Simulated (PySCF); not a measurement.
## A small calculation by hand: refractive index and permittivity of the vapour

CrOBr2, SMILES [Br][Cr](=[O])[Br] (connectivity only; charge and spin as stated), neutral, multiplicity 3.

The structure is a stationary point at B3LYP-D3(BJ)/def2-SVP. The multiplicity is an assumed one; other spin states were not compared.

PySCF with PBE/def2-TZVP gives a mean static polarisability of 79.4 bohr³ and a dipole moment of 0.09 D. Take an ideal gas at 298.15 K and 0.01 bar, whether or not the substance is that volatile.

Problem. Work out n − 1 in the optical limit and the static ε − 1.

Solution. 
Polarisability volume α' = 79.4 × 0.148185 = 11.77 Å³. Number density N = p/kT = 2.43e-7 Å⁻³.
Dilute limit of Lorentz–Lorenz: n − 1 = 2π N α' = 1.8e-5.
Orientation term of Debye: μ²/(3kT) = 8.098 Å³ × μ²(D²) = 0.07 Å³.
ε − 1 = 4π N (α' + μ²/3kT) = 3.6e-5. Orientation of the dipole supplies 1 % of the static response; it can't follow optical fields. Vibrational polarisation and dispersion are left out.
